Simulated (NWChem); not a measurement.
# C4H7N; SMILES C=C1CNC1

```xyz
12

C      0.0673    -1.9374     0.0000
C     -0.0149    -0.6128     0.0000
C     -0.0455     0.4710     1.0660
N      0.2046     1.4838     0.0000
C     -0.0455     0.4710    -1.0660
H      0.1022    -2.5065     0.9259
H      0.1022    -2.5065    -0.9259
H      0.7347     0.4351     1.8376
H     -1.0224     0.5575     1.5683
H     -0.4591     2.2544     0.0000
H     -1.0224     0.5575    -1.5683
H      0.7347     0.4351    -1.8376
```
Atoms are numbered in this order, from 1.

Level: B3LYP/6-31G* (spherical d) (NWChem), optimised geometry, unscaled harmonic frequencies. B3LYP is NWChem's, with the RPA form of VWN correlation.

```json
[
 {"frequency (cm⁻¹)": "130", "IR intensity (km/mol)": "4.1"},
 {"frequency (cm⁻¹)": "350", "IR intensity (km/mol)": "0.2"},
 {"frequency (cm⁻¹)": "389", "IR intensity (km/mol)": "2.9"},
 {"frequency (cm⁻¹)": "660", "IR intensity (km/mol)": "31.6"},
 {"frequency (cm⁻¹)": "664", "IR intensity (km/mol)": "0.0"},
 {"frequency (cm⁻¹)": "759", "IR intensity (km/mol)": "53.4"},
 {"frequency (cm⁻¹)": "908", "IR intensity (km/mol)": "39.7"},
 {"frequency (cm⁻¹)": "912", "IR intensity (km/mol)": "0.3"},
 {"frequency (cm⁻¹)": "947", "IR intensity (km/mol)": "25.3"},
 {"frequency (cm⁻¹)": "952", "IR intensity (km/mol)": "0.0"},
 {"frequency (cm⁻¹)": "996", "IR intensity (km/mol)": "6.0"},
 {"frequency (cm⁻¹)": "1027", "IR intensity (km/mol)": "16.9"},
 {"frequency (cm⁻¹)": "1106", "IR intensity (km/mol)": "5.4"},
 {"frequency (cm⁻¹)": "1112", "IR intensity (km/mol)": "8.7"},
 {"frequency (cm⁻¹)": "1191", "IR intensity (km/mol)": "2.6"},
 {"frequency (cm⁻¹)": "1235", "IR intensity (km/mol)": "1.4"},
 {"frequency (cm⁻¹)": "1280", "IR intensity (km/mol)": "6.8"},
 {"frequency (cm⁻¹)": "1348", "IR intensity (km/mol)": "5.0"},
 {"frequency (cm⁻¹)": "1392", "IR intensity (km/mol)": "10.2"},
 {"frequency (cm⁻¹)": "1471", "IR intensity (km/mol)": "1.8"},
 {"frequency (cm⁻¹)": "1519", "IR intensity (km/mol)": "1.1"},
 {"frequency (cm⁻¹)": "1543", "IR intensity (km/mol)": "1.4"},
 {"frequency (cm⁻¹)": "1784", "IR intensity (km/mol)": "12.5"},
 {"frequency (cm⁻¹)": "2996", "IR intensity (km/mol)": "80.3"},
 {"frequency (cm⁻¹)": "3003", "IR intensity (km/mol)": "47.2"},
 {"frequency (cm⁻¹)": "3062", "IR intensity (km/mol)": "34.8"},
 {"frequency (cm⁻¹)": "3063", "IR intensity (km/mol)": "48.4"},
 {"frequency (cm⁻¹)": "3158", "IR intensity (km/mol)": "8.0"},
 {"frequency (cm⁻¹)": "3234", "IR intensity (km/mol)": "12.4"},
 {"frequency (cm⁻¹)": "3515", "IR intensity (km/mol)": "2.4"}
]
```

The zero-point energy comes out as 65.3 kcal/mol. The thermal correction to the enthalpy at 298.15 K (with zero-point energy) comes out as 69.0 kcal/mol and the heat capacity Cv is 17.6 cal/(mol K). The entropy at 298.15 K and 1 atm (symmetry number 1) comes out as 70.6 cal/(mol K) and the dipole moment is 1.37 D.

Rigid rotor and harmonic oscillator.
